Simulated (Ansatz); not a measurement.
C2H4FNOSi (`N#CC(O)(F)[SiH3]`) at its PBE0-D4/def2-TZVP geometry, where that method's forces vanish. Total charge 0; spin multiplicity 1.

```xyz
10

N     0.4917    1.1527    2.3852
C     0.4913    0.8244    1.2834
C     0.4148    0.3811   -0.1180
O    -0.1238    1.3470   -0.9313
F     1.7159    0.0894   -0.5128
Si   -0.6471   -1.2250   -0.3019
H     0.3065    2.1957   -0.7663
H    -0.6422   -1.5618   -1.7429
H    -2.0105   -0.9273    0.1925
H     0.0033   -2.2763    0.5122
```

(1) What forces (eV/Å) does r2SCAN-D4/def2-TZVPP give on these atoms in the Gaussian-basis code of Ansatz? (Estimate.)

Answers

(1) Ansatz gave: 
```
N1  -0.010  0.176  0.613
C2   0.023 -0.163 -0.562
C3  -0.289 -0.130  0.321
O4  -0.175  0.188 -0.252
F5   0.434 -0.106 -0.141
Si6 -0.027 -0.039  0.004
H7   0.030  0.049  0.024
H8   0.002  0.009  0.026
H9   0.025 -0.009 -0.013
H10 -0.013  0.025 -0.019
```
